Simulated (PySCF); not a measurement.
# Working out the ionisation energy of Ti

Ti [Ar] 3d2 4s2 (3F) → Ti⁺ [Ar] 3d2 4s1 (4F). Calculation: PySCF 2.14, in def2-TZVP (6s4p4d1f, 45 functions); the non-relativistic Hamiltonian (point nucleus). Frozen: [Ar]. Energies in hartree (1 hartree = 27.21139 eV):

```json
{"part": "UHF", "Ti (lower)": "-848.394616", "Ti⁺ (upper)": "-848.191411"}
{"part": "MP2 opposite-spin", "Ti (lower)": "-0.025924", "Ti⁺ (upper)": "0.000000"}
{"part": "MP2 same-spin", "Ti (lower)": "-0.008413", "Ti⁺ (upper)": "-0.008704"}
```

What does Hartree-Fock give?

(-848.191411) − (-848.394616) = 0.203205 hartree = 5.529 eV.

What do MP2 and SCS-MP2 (6/5 opposite-spin, 1/3 same-spin) give?

The opposite-spin parts differ by 0.705 eV and the same-spin parts by -0.008 eV. MP2: 5.529 + (0.705) + (-0.008) = 6.226 eV. SCS-MP2: 5.529 + 1.2 × (0.705) + (-0.008)/3 = 6.372 eV.

Measured between the centres of the two terms (NIST): 6.828 eV, so MP2 (valence) is off by -0.602 eV.

The calculation is non-relativistic.

What remains against the reference includes basis incompleteness, the frozen core and correlation beyond second order.
